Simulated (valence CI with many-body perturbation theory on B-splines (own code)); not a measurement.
## E1 line list for Sc⁶⁺

Calculated by valence CI with perturbative core correlation (CI+MBPT): five valence electrons over a frozen Dirac-Fock core [Ne], radial functions for each j: 11 s, 11 p, 10 d, 8 f, 5 g, 2 h, with the one-electron correlation potential Σ1, the two-electron term Σ2, the three-electron term Σ3, Breit, model QED; selected CI, second order for the rest, scaled by the run's own slope (own B-spline code, finite nucleus).

Against 7 measured levels this calculation errs by 114 cm⁻¹ on average and by 199 at most. These come from a selection out of Sugar and Corliss, J. Phys. Chem. Ref. Data 9, 473 (1980). Levels without a partner in it may be off by more. Among the levels kept, up to 3200 cm⁻¹ of a level comes from second order outside the variational space, and about a tenth of that is noise between levels of different J, which matters for small intervals.

Lines 1 to 50 of 560 in falling wavelength, among levels below 80.021 eV, chosen from the strongest by gf and those to the six lowest levels. Wavelengths and rates use the calculated energies, so an error of 100 cm⁻¹ moves a line at 2396 Å by 0.24 % and its rate by three times that or more. Electric multipoles are in the length gauge, E1 and E2 with the static RPA response of the core. Weak lines are less certain than strong ones. Lines between different terms over intervals too small for the method are left out, as are lines whose strength nearly cancels. Where a level lies close to another of its J and parity, the split of strength between their lines is uncertain. The highest levels of a list are the least certain.

Names give the largest LS component (configuration and term), which can be under half, so a name can repeat, a term be missing and a line seem to break the LS rules; names also repeat where a configuration has a term twice. Letters in brackets count levels of one name in rising energy.

| λ vac (Å) | Upper | Lower | A (s⁻¹) | S (a.u.) with core polarisation | S without |
| --- | --- | --- | --- | --- | --- |
| 2396 | 3s2 3p2 4p 2S°_1/2 | 3s2 3p2 4s 2P_3/2 | 1.05e+08 | 1.43e+00 | 1.43e+00 |
| 2330 | 3s2 3p2 4p 2D°_3/2 [a] | 3s2 3p2 4s 2D_3/2 | 3.07e+07 | 7.68e-01 | 7.68e-01 |
| 2221 | 3s2 3p2 4p 2S°_1/2 | 3s2 3p2 4s 2P_1/2 | 9.07e+07 | 9.82e-01 | 9.82e-01 |
| 2172 | 3s2 3p2 4p 2D°_5/2 [a] | 3s2 3p2 4s 2D_5/2 | 4.53e+07 | 1.37e+00 | 1.37e+00 |
| 1869 | 3s2 3p2 4p 2P°_1/2 [a] | 3s2 3p2 4s 2D_3/2 | 1.04e+08 | 6.67e-01 | 6.68e-01 |
| 1865 | 3s2 3p2 4p 2P°_3/2 | 3s2 3p2 4s 2D_5/2 | 7.69e+07 | 9.85e-01 | 9.87e-01 |
| 1800 | 3s2 3p 3d2 4D°_3/2 [a] | 3s2 3p2 4s 4P_3/2 | 7.76e+07 | 8.94e-01 | 8.96e-01 |
| 1796 | 3s2 3p 3d2 4D°_7/2 [a] | 3s2 3p2 4s 4P_5/2 | 1.16e+08 | 2.64e+00 | 2.65e+00 |
| 1762 | 3s2 3p 3d2 4D°_1/2 [a] | 3s2 3p2 4s 4P_1/2 | 1.48e+08 | 8.00e-01 | 8.02e-01 |
| 1760 | 3s2 3p 3d2 4D°_5/2 [a] | 3s2 3p2 4s 4P_3/2 | 1.06e+08 | 1.71e+00 | 1.71e+00 |
| 1760 | 3s2 3p2 4p 2D°_3/2 [a] | 3s2 3p2 4s 2P_3/2 | 7.32e+07 | 7.87e-01 | 7.89e-01 |
| 1737 | 3s2 3p 3d2 4D°_3/2 [a] | 3s2 3p2 4s 4P_1/2 | 8.27e+07 | 8.56e-01 | 8.58e-01 |
| 1672 | 3s2 3p2 4p 2D°_5/2 [a] | 3s2 3p2 4s 2P_3/2 | 2.53e+08 | 3.50e+00 | 3.51e+00 |
| 1664 | 3s2 3p2 4p 2D°_3/2 [a] | 3s2 3p2 4s 2P_1/2 | 3.03e+08 | 2.76e+00 | 2.76e+00 |
| 1610 | 3s2 3p2 4p 4P°_3/2 | 3s2 3p2 4s 4P_5/2 | 9.73e+07 | 8.02e-01 | 8.05e-01 |
| 1569 | 3s2 3p2 4p 4P°_5/2 | 3s2 3p2 4s 4P_5/2 | 4.10e+08 | 4.69e+00 | 4.70e+00 |
| 1560 | 3s2 3p2 4p 4P°_1/2 | 3s2 3p2 4s 4P_3/2 | 4.07e+08 | 1.53e+00 | 1.53e+00 |
| 1556 | 3s2 3p2 4p 2F°_5/2 | 3s2 3p2 4s 2D_3/2 | 6.14e+08 | 6.85e+00 | 6.87e+00 |
| 1546 | 3s2 3p2 4p 4D°_1/2 | 3s2 3p2 4s 4P_1/2 | 3.80e+08 | 1.39e+00 | 1.39e+00 |
| 1545 | 3s2 3p2 4p 4D°_5/2 | 3s2 3p2 4s 4P_3/2 | 3.05e+08 | 3.33e+00 | 3.34e+00 |
| 1542 | 3s2 3p2 4p 4D°_7/2 | 3s2 3p2 4s 4P_5/2 | 4.75e+08 | 6.87e+00 | 6.89e+00 |
| 1540 | 3s2 3p2 4p 4P°_3/2 | 3s2 3p2 4s 4P_3/2 | 3.23e+08 | 2.33e+00 | 2.33e+00 |
| 1539 | 3s2 3p 3d2 2F°_5/2 | 3s2 3p2 4s 4P_3/2 | 1.46e+08 | 1.58e+00 | 1.58e+00 |
| 1534 | 3s2 3p2 4p 4D°_3/2 | 3s2 3p2 4s 4P_1/2 | 4.07e+08 | 2.90e+00 | 2.91e+00 |
| 1523 | 3s2 3p2 4p 2F°_7/2 | 3s2 3p2 4s 2D_5/2 | 6.71e+08 | 9.35e+00 | 9.38e+00 |
| 1495 | 3s2 3p2 4p 2D°_3/2 [b] | 3s2 3p2 4s 2D_3/2 | 4.28e+08 | 2.82e+00 | 2.83e+00 |
| 1492 | 3s2 3p2 4p 2D°_5/2 [b] | 3s2 3p2 4s 2D_5/2 | 5.20e+08 | 5.12e+00 | 5.13e+00 |
| 1492 | 3s2 3p2 4p 2D°_3/2 [b] | 3s2 3p2 4s 2D_5/2 | 1.54e+08 | 1.01e+00 | 1.01e+00 |
| 1491 | 3s 3p3 3d 2D°_5/2 [e] | 3s2 3p2 4s 2P_3/2 | 9.19e+07 | 9.01e-01 | 9.04e-01 |
| 1484 | 3s2 3p2 4p 4S°_3/2 | 3s2 3p2 4s 4P_5/2 | 4.05e+08 | 2.61e+00 | 2.62e+00 |
| 1484 | 3s2 3p2 4p 2P°_3/2 | 3s2 3p2 4s 2P_3/2 | 4.58e+08 | 2.96e+00 | 2.97e+00 |
| 1483 | 3s2 3p2 4p 2P°_1/2 [a] | 3s2 3p2 4s 2P_3/2 | 1.97e+08 | 6.35e-01 | 6.37e-01 |
| 1425 | 3s2 3p2 4p 4S°_3/2 | 3s2 3p2 4s 4P_3/2 | 2.23e+08 | 1.27e+00 | 1.27e+00 |
| 1415 | 3s2 3p2 4p 2P°_3/2 | 3s2 3p2 4s 2P_1/2 | 1.16e+08 | 6.47e-01 | 6.49e-01 |
| 1414 | 3s2 3p2 4p 2P°_1/2 [a] | 3s2 3p2 4s 2P_1/2 | 3.70e+08 | 1.03e+00 | 1.04e+00 |
| 1410 | 3s2 3p 3d2 4P°_3/2 | 3s2 3p2 4s 4P_5/2 | 2.27e+08 | 1.26e+00 | 1.26e+00 |
| 1385 | 3s2 3p2 4p 4S°_3/2 | 3s2 3p2 4s 4P_1/2 | 1.08e+08 | 5.65e-01 | 5.66e-01 |
| 1378 | 3s2 3p 3d2 4P°_5/2 | 3s2 3p2 4s 4P_5/2 | 2.19e+08 | 1.70e+00 | 1.70e+00 |
| 1376 | 3s2 3p 3d2 4P°_1/2 | 3s2 3p2 4s 4P_3/2 | 2.61e+08 | 6.71e-01 | 6.73e-01 |
| 1326 | 3s2 3p 3d2 4P°_5/2 | 3s2 3p2 4s 4P_3/2 | 8.40e+07 | 5.80e-01 | 5.82e-01 |
| 1326 | 3s2 3p2 4p 2P°_1/2 [b] | 3s2 3p2 4s 2D_3/2 | 6.90e+08 | 1.59e+00 | 1.59e+00 |
| 1238 | 3s2 3p2 4p 2D°_5/2 [b] | 3s2 3p2 4s 2P_3/2 | 3.15e+08 | 1.77e+00 | 1.77e+00 |
| 1189 | 3s2 3p2 4p 2D°_3/2 [b] | 3s2 3p2 4s 2P_1/2 | 2.98e+08 | 9.88e-01 | 9.93e-01 |
| 691.8 | 3s 3p4 4P_5/2 | 3s2 3p3 2D°_5/2 | 1.95e+06 | 1.91e-03 | 1.99e-03 |
| 634.6 | 3p5 2P°_3/2 | 3s2 3p2 3d 2P_3/2 [a] | 9.33e+08 | 4.71e-01 | 4.92e-01 |
| 618.4 | 3s 3p3 3d 4F°_9/2 [a] | 3s2 3p2 3d 4F_9/2 | 3.47e+08 | 4.05e-01 | 4.23e-01 |
| 615.0 | 3s 3p3 3d 4F°_7/2 [a] | 3s2 3p2 3d 4F_7/2 | 3.12e+08 | 2.86e-01 | 2.99e-01 |
| 612.5 | 3s 3p3 3d 4F°_5/2 [a] | 3s2 3p2 3d 4F_5/2 | 3.03e+08 | 2.06e-01 | 2.15e-01 |
| 599.4 | 3s 3p4 2D_5/2 | 3s2 3p3 2P°_3/2 | 1.83e+08 | 1.17e-01 | 1.22e-01 |
| 597.2 | 3s 3p4 2D_3/2 | 3s2 3p3 2P°_1/2 | 1.16e+08 | 4.88e-02 | 5.11e-02 |
